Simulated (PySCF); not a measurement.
# Bonding in `CC(C)(C)[SiH2]O[SiH3]`

C4H14OSi2.
SMILES with atom numbers: `[CH3:1][C:2]([CH3:3])([CH3:4])[SiH2:5][O:6][SiH3:7]` (hydrogens: H8, H9, H10 on C1; H11, H12, H13 on C3; H14, H15, H16 on C4; H17, H18 on Si5; H19, H20, H21 on Si7)

Structure used (GFN2-xTB), in Å, numbered top down from 1:
```
atom  x, y, z in Å
C1    -0.4127   -0.4302   -1.4994
C2    -0.8573   -0.2152   -0.0508
C3    -1.0522    1.2839    0.1877
C4    -2.1934   -0.9273    0.1647
Si5    0.4504   -0.9118    1.1624
O6     1.8767   -0.1816    0.9284
Si7    3.0660    0.8380    0.5254
H8    -1.1555   -0.0303   -2.1906
H9    -0.2872   -1.4901   -1.7133
H10    0.5346    0.0702   -1.6894
H11   -1.4094    1.4702    1.1988
H12   -1.7823    1.6923   -0.5119
H13   -0.1142    1.8191    0.0529
H14   -2.5468   -0.7867    1.1839
H15   -2.9510   -0.5368   -0.5147
H16   -2.0946   -1.9959   -0.0136
H17    0.0735   -0.6291    2.5478
H18    0.7034   -2.3314    0.9184
H19    2.7086    1.4982   -0.7322
H20    4.2516   -0.0010    0.3784
H21    3.1830    1.8126    1.6077
```

Bond orders from the PBE0/pcSseg-1 density (PySCF). Geometry: GFN2-xTB; no solvent, vibrations or thermal averaging.

Task: Where do the orders between heavy atoms depart from those drawn in the SMILES?

Result: The largest departure is 0.166, at C2–Si5 (drawn single, 0.834). Drawn single, order below 0.88: C2–Si5 (0.834).

Task: Give the Mayer order of every bond between heavy atoms, beside its length.

Result: 
```csv
bond,drawn as,length (Å),Mayer order
C1–C2,single,1.530,1.010
C2–C3,single,1.530,1.010
C2–C4,single,1.529,1.009
C2–Si5,single,1.915,0.834
Si5–O6,single,1.619,0.925
O6–Si7,single,1.617,0.935
```

Task: And the bonds to hydrogen?

Result: C–H: 0.96 (9 bonds); H–Si: 0.92 to 0.93 (5 bonds).

Task: Sum the orders of all bonds at each heavy atom with more than one neighbour and set the sums beside the valence in the SMILES.

Result: C1 3.894 (drawn 4), C2 3.863 (drawn 4), C3 3.892 (drawn 4), C4 3.894 (drawn 4), Si5 3.597 (drawn 4), O6 1.860 (drawn 2), Si7 3.711 (drawn 4). Orders between atoms that aren't bonded are not in these sums.

The Mayer order sums products of elements of PS (density times overlap matrix) between the two atoms' basis functions, so it depends on the basis set.
